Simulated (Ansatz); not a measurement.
W(NH)2Cl2 (WN2Cl2H2). Charge 0, multiplicity 1. Geometry PBE-D4/def2-SVP; atoms count from 1.

```
atom   x (Å)   y (Å)   z (Å)
  W1  -0.041   0.051  -0.489
  N2  -1.226  -0.723   0.551
  H3  -1.596  -1.049   1.450
  N4   1.312   0.617   0.477
  H5   1.831   0.760   1.349
 Cl6  -1.048   1.905  -1.415
 Cl7   0.768  -1.561  -1.923
```

In the def2 sets W takes a core potential; there is no spin–orbit coupling.

Q: Estimate the Mulliken populations from the PBE0/def2-TZVP orbitals of Ansatz.

A: 
```json
{"atom": "W1", "charge (e)": "1.20", "d electrons": "3.76"}
{"atom": "N2", "charge (e)": "-0.54", "d electrons": "–"}
{"atom": "H3", "charge (e)": "0.26", "d electrons": "–"}
{"atom": "N4", "charge (e)": "-0.54", "d electrons": "–"}
{"atom": "H5", "charge (e)": "0.26", "d electrons": "–"}
{"atom": "Cl6", "charge (e)": "-0.32", "d electrons": "–"}
{"atom": "Cl7", "charge (e)": "-0.32", "d electrons": "–"}
```
Mulliken values depend strongly on the basis.

Q: And the Mayer bond orders between heavy atoms (over 0.3)?

A: W1–N2 2.13 (1.76 Å); W1–N4 2.13 (1.76 Å); W1–Cl6 1.03 (2.30 Å); W1–Cl7 1.03 (2.30 Å).
